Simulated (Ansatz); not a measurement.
Relaxation of CH$_{4}$BNO (8 atoms, charge 0, multiplicity 1), to a largest force component of 0.015 eV/Å in at most 40 steps.

Level of theory: Ansatz 0.2.0, RKS B3LYP/6-31G*.

```xyz
8
Properties=species:S:1:pos:R:3:forces:R:3
N -0.211 1.214 0.168 -0.27 0.53 0.16
B 0.564 0.155 -0.231 -0.37 -0.31 0.13
C -0.120 -1.279 -0.031 0.83 -0.31 -0.32
O -1.252 -1.436 0.378 -0.81 0.12 0.31
H 0.041 2.187 0.124 0.15 0.17 -0.05
H -1.133 1.051 0.547 -0.22 -0.15 0.07
H 1.634 0.295 -0.677 0.63 0.09 -0.26
H 0.477 -2.187 -0.277 0.06 -0.14 -0.04
```

Problem. Where does it end, and by what steps?

Solution. The forces met the threshold. After 6 steps the energy has fallen by 0.030 eV; H8 moved furthest, 0.05 Å.

| step | energy less start (eV) | largest force component (eV/Å) | accepted |
| --- | --- | --- | --- |
| 0 | 0.0000 | 0.835 | yes |
| 1 | -0.0260 | 0.203 | yes |
| 2 | -0.0286 | 0.130 | yes |
| 3 | -0.0276 | 0.167 | no |
| 4 | -0.0294 | 0.034 | yes |
| 5 | -0.0297 | 0.018 | yes |
| 6 | -0.0298 | 0.009 | yes |

```xyz
8
Properties=species:S:1:pos:R:3
N -0.223 1.219 0.168
B 0.571 0.156 -0.227
C -0.108 -1.293 -0.034
O -1.245 -1.404 0.406
H 0.036 2.194 0.120
H -1.150 1.034 0.539
H 1.668 0.317 -0.673
H 0.451 -2.223 -0.300
```

Whether the end is a true minimum wasn't checked by a vibrational analysis.

Run time: 19 s on 1 thread of Arm Neoverse V1 (shared host), peak memory 0.16 GiB.
